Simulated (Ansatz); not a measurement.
# Nudged elastic band run: AsH5N2

input.yaml

```yaml
crystal:
  periodic: [false, false, false]
  atoms:
    - { symbol: "N", position_ang: [-0.774724, 0.551905, -1.040833] }
    - { symbol: As, position_ang: [0.452263, 0.720017, 0.387248] }
    - { symbol: "N", position_ang: [0.998229, -1.05946, 0.368842] }
    - { symbol: H, position_ang: [-1.643428, 1.056556, -0.820334] }
    - { symbol: H, position_ang: [-0.381476, 0.994184, -1.882721] }
    - { symbol: H, position_ang: [-0.721871, 0.696946, 1.420752] }
    - { symbol: H, position_ang: [0.264446, -1.744672, 0.584549] }
    - { symbol: H, position_ang: [1.806561, -1.215486, 0.982497] }
basis:
  gaussian: { orbitals: def2-SVP }
hamiltonian:
  xc: pbe
neb:
  order_check: false
  images: 5
  f_tol: 0.03
  max_iterations: 60
  initial_path: idpp
  final_atoms:
    - { symbol: "N", position_ang: [-0.8280797, 1.08989728, -0.88993823] }
    - { symbol: As, position_ang: [0.2208948, 0.74929458, 0.62185081] }
    - { symbol: "N", position_ang: [0.87654966, -0.99664417, 0.32074195] }
    - { symbol: H, position_ang: [-0.22199556, 1.40050187, -1.66083546] }
    - { symbol: H, position_ang: [-1.32819619, 0.25299297, -1.22072791] }
    - { symbol: H, position_ang: [-1.00101239, 0.28680851, 1.44773703] }
    - { symbol: H, position_ang: [0.40041688, -1.73021922, 0.8574353] }
    - { symbol: H, position_ang: [1.88142249, -1.05264181, 0.52373651] }
```

Run as:

```bash
$ ansatz run input.yaml --threads 1 --pin off --max-ram 2048MiB --backend cpu --events-out ev --progress --plain --runs-dir out
```

Output, in part (warnings, iteration lines, the closing report on the highest movable image, with atoms numbered from 0):

```
NEB end point (image 0): max|allowed force component| = 1.056e-2 eV/Å (the criterion of neb.relax_end_points is 1.000e-2)
NEB end point (image 6): max|allowed force component| = 1.274e-2 eV/Å (the criterion of neb.relax_end_points is 1.000e-2)
NEB iter   1: max|band force component| = 7.080e-1 eV/Å  barrier→ = 0.1934 eV  barrier← = 0.3006 eV  Δτ_max = 0.2000 Å  (187 SCF iters)
NEB iter   2: max|band force component| = 6.233e-1 eV/Å  barrier→ = 0.1005 eV  barrier← = 0.2078 eV  Δτ_max = 0.0774 Å  (140 SCF iters)
NEB iter   3: max|band force component| = 2.383e-1 eV/Å  barrier→ = 0.0680 eV  barrier← = 0.1753 eV  CI = image 3  Δτ_max = 0.0752 Å  (142 SCF iters)
NEB iter   4: max|band force component| = 1.381e-1 eV/Å  barrier→ = 0.0648 eV  barrier← = 0.1720 eV  CI = image 3  Δτ_max = 0.0512 Å  (142 SCF iters)
NEB iter   5: max|band force component| = 6.472e-2 eV/Å  barrier→ = 0.0650 eV  barrier← = 0.1723 eV  CI = image 3  Δτ_max = 0.0134 Å  (142 SCF iters)
NEB iter   6: max|band force component| = 3.736e-2 eV/Å  barrier→ = 0.0648 eV  barrier← = 0.1721 eV  CI = image 3  Δτ_max = 0.0100 Å  (148 SCF iters)
NEB iter   7: max|band force component| = 1.193e-2 eV/Å  barrier→ = 0.0648 eV  barrier← = 0.1720 eV  CI = image 3  Δτ_max = 0.0000 Å  (290 SCF iters)
Total energy: -63879.83745145 eV, -2347.5407270320 hartree
Atom 0 at    -1.017112     0.717144    -0.791835 Å, force    -0.002030    -0.006407     0.000397 eV/Å
Atom 1 at     0.150678     0.655106     0.713354 Å, force     0.000420     0.003573     0.000478 eV/Å
Atom 2 at     1.028326    -0.883111     0.107195 Å, force    -0.000406     0.000392    -0.000332 eV/Å
Atom 3 at    -1.327645     1.694556    -0.910591 Å, force     0.001263     0.003527    -0.000037 eV/Å
Atom 4 at    -0.384001     0.541186    -1.589123 Å, force     0.001607     0.000729    -0.001273 eV/Å
Atom 5 at    -0.910533    -0.002424     1.650594 Å, force     0.000745    -0.001972     0.000838 eV/Å
Atom 6 at     0.508815    -1.753297     0.272714 Å, force    -0.000456     0.000351     0.000224 eV/Å
Atom 7 at     1.951471    -0.969169     0.547692 Å, force    -0.001143    -0.000193    -0.000295 eV/Å
Dipole moment:     0.209896    -0.018042     0.086728 e Å
```

The run converged. A vibrational analysis at the climbing image gives one clearly imaginary mode, 207i cm⁻¹: a first-order saddle point.

Final band (atoms are numbered from 1 in the order of the input):

```csv
image,path coordinate (Å),energy (kJ/mol),dihedral H5–N1–As2–H6 (°)
0,0.00,0.0,152
1,0.45,1.4,172
2,0.90,4.6,-167
3,1.34,6.3,-145
4,1.91,2.5,-115
5,2.48,-5.9,-87
6,3.04,-10.3,-59
```

The run took 81 s on 1 thread of Arm Neoverse V2 (shared host), peak memory 0.12 GiB.
